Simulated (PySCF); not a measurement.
How methods differ on the ionisation energy of Si⁺

Si⁺ [Ne] 3s2 3p1 (2P) → Si²⁺ [Ne] 3s2 (1S), as a difference of total energies. Calculation: PySCF 2.14, in dyall-av3z (19s12p3d2f, 84 functions); scalar relativity by spin-free X2C-1e. Correlated levels: valence: [Ne] frozen; virtual orbitals above 40 to 60 times the deepest correlated orbital energy dropped. The calculations carry no spin-orbit coupling.

```json
{"method": "UHF", "ionisation energy (eV)": "15.831", "error (eV)": "-0.491"}
{"method": "MP2 (valence)", "ionisation energy (eV)": "16.097", "error (eV)": "-0.225"}
{"method": "SCS-MP2 (valence)", "ionisation energy (eV)": "16.085", "error (eV)": "-0.237"}
{"method": "CCSD (valence)", "ionisation energy (eV)": "16.206", "error (eV)": "-0.116"}
{"method": "CCSD(T) (valence)", "ionisation energy (eV)": "16.237", "error (eV)": "-0.085"}
```

Reference: 16.322 eV (measured; NIST levels, between the centres of gravity of the two terms).

Errors of the correlated levels include the incompleteness of this basis and the frozen core.
